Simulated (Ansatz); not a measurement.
Ansatz results at the PBE0-D4/def2-TZVP geometry: HOMO energy (ωB97M-V/def2-TZVPP) -9.77 eV; HOMO–LUMO gap (B3LYP/def2-TZVPP) 5.71 eV; LUMO energy (PBE0/def2-TZVPP) -1.57 eV.

Each molecule was computed in one conformer, which needn't be the lowest.

(1) Which molecule gave them?
A. `CC([SiH3])[SiH2]F`
B. `CBNCO`
C. `CB(C)[SiH2]Cl`
D. `BC[SiH](C)Cl`

## Answers

(1) C. The others give `BC[SiH](C)Cl`: -10.77, 6.79, -1.32; `CC([SiH3])[SiH2]F`: -10.69, 8.05, -0.03; `CBNCO`: -10.36, 7.97, 0.47.

B3LYP here is the variant with VWN-RPA as its local correlation; programs differ in this.
